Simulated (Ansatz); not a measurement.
Program: Ansatz 0.2.0.

A structure relaxed at PBE0-D4/def2-TZVP, charge 0, multiplicity 1:

Cartesian coordinates in Å:
```
N -0.184 -1.736 -0.509
Nb -0.169 -0.022 -0.163
N 1.665 0.594 -0.608
N -0.575 0.133 1.773
O -1.441 1.005 -1.161
H -0.279 -2.701 -0.784
H 2.430 0.006 -0.897
H 1.979 1.550 -0.515
H -0.686 -0.635 2.415
H -0.640 1.011 2.269
H -2.099 0.795 -1.821
```

(1) Give its formula and SMILES.

(2) Point group (tolerance 0.08 Å, 0.16 Å for H)?

(3) Summarise the bond lengths by kind.

Answers

(1) H6N3NbO, `[NH]=[Nb]([NH2])([NH2])[OH]`.

(2) Cs.

(3) 3 × N–Nb 1.749 to 1.985 Å; 5 × H–N 1.007 to 1.011 Å; 1 × Nb–O 1.915 Å; 1 × H–O 0.956 Å.
